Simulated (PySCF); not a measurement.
Species: C6H9Cl.
Atom-mapped SMILES: `[Cl:1][C@@:2]12[CH2:3][CH2:4][CH2:5][C@@H:6]1[CH2:7]2`

NICS = −σ at a ghost point: NICS(0) at the centroid of the ring atoms, NICS(1) 1 Å to either side along the normal of their mean plane, zz for the tensor component along that normal. Level: GIAO PBE0/pcSseg-1 (PySCF, non-relativistic, gas phase) on the GFN2-xTB geometry, one conformer.

Rings: 1. C2–C3–C4–C5–C6; 2. C2–C6–C7.

| set | NICS(0) | NICS(1), two faces | NICS(1)zz, two faces |
| --- | --- | --- | --- |
| P | -44.3 | -10.2 / -7.6 | -25.0 / -19.6 |
| Q | -9.6 | -2.6 / -7.7 | -2.2 / -5.3 |

Problem. Which set (ppm) belongs to which ring?

Solution. P = 2, Q = 1.
- 1 (5-membered carbocycle; formal bonds all single): mean NICS(1)zz -3.8 ppm, shielded. C2, C3, C4, C5, C6 have four or more neighbours, so the value isn't read as a sign of a π ring current. A hydrogen on C7, outside the ring, lies only 1.29 Å from a NICS(1) probe, which then mostly feels that atom.
- 2 (3-membered carbocycle; formal bonds all single): mean NICS(1)zz -22.3 ppm, shielded. C2, C6, C7 have four or more neighbours; no verdict on aromaticity is drawn. A hydrogen on C7, outside the ring, lies only 1.44 Å from a NICS(1) probe, which then mostly feels that atom.

Problem. How do the rings differ in shape?

Solution. 
| ring | bond lengths (Å) | rms pucker (Å) | HOMA | nearest outside atom to a NICS(1) probe (Å) |
| --- | --- | --- | --- | --- |
| 1 | 1.513, 1.536, 1.537, 1.513, 1.498 | 0.12 | – | hydrogen 1.29 |
| 2 | 1.498, 1.506, 1.496 | 0.00 | – | hydrogen 1.44 |
